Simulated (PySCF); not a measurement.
A structure optimised at r2SCAN-D4/def2-SVP, used in a PySCF frequency run:

```
Si
O 1 1.6412
H 2 0.9651 1 119.71
O 1 1.7277 2 109.93 3 75.67
C 4 1.2824 1 122.25 2 -58.29
N 5 1.1688 1 146.97 2 -52.91
H 1 1.4716 2 108.88 3 -171.87
H 1 1.4847 7 115.58 4 114.66
```

**Question.** Write its SMILES and formula.

**Answer.** N#CO[SiH2]O, CH3NO2Si

**Question.** What are its rotational constants (standard atomic weights)?

**Answer.** 9.5984, 2.5192, 2.1338 GHz
